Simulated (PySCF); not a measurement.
**Polarisability and C₆ of Ar²⁺ (argon, charge +2)**

[Ne] 3s2 3p4, high-spin 3P determinant. Calculation: PySCF 2.14, in aug-cc-pwCVDZ (6s5p3d, 36 functions); the non-relativistic Hamiltonian (point nucleus). Coupled (time-dependent) response in atomic units; α is the mean over directions. A double-zeta set is small for polarisabilities.

| method | mean α (bohr³) | α xx, yy, zz | C₆ (like pair) | S(−4) |
| --- | --- | --- | --- | --- |
| UHF | 4.808 | 4.855, 4.713, 4.855 | 17.04 | 5.533 |
| PBE | 4.831 | 4.846, 4.801, 4.846 | 17.14 | 5.540 |
| PBE0 | 4.805 | 4.829, 4.756, 4.829 | 17.02 | 5.476 |
| M06-L | 4.851 | 4.873, 4.807, 4.873 | 17.58 | 5.425 |
| r2SCAN0 | 4.818 | 4.856, 4.743, 4.856 | 17.36 | 5.414 |

S(−4) is the Cauchy moment in α(ω) = α(0) + S(−4) ω² + …

α(iu) at PBE:

```csv
u (hartree),α(iu) (bohr³)
0,4.831
0.0500,4.817
0.100,4.776
0.200,4.621
0.300,4.386
0.500,3.786
0.750,3.006
1.00,2.346
1.50,1.461
2.00,0.9707
3.00,0.5140
5.00,0.2257
```

A single London oscillator, α(iu) = α/(1 + u²/ω²), gives C₆ = (3/4) ω α². Matching the computed C₆ needs ω = 4 × 17.14 / (3 × 4.831²) = 0.979 hartree.

For an ion, C₆ is the dispersion term alone; charge-induced terms of lower order in 1/R come first.

The components differ because the open shell of this determinant is not spherical; for a pure term their mean is the scalar polarisability.
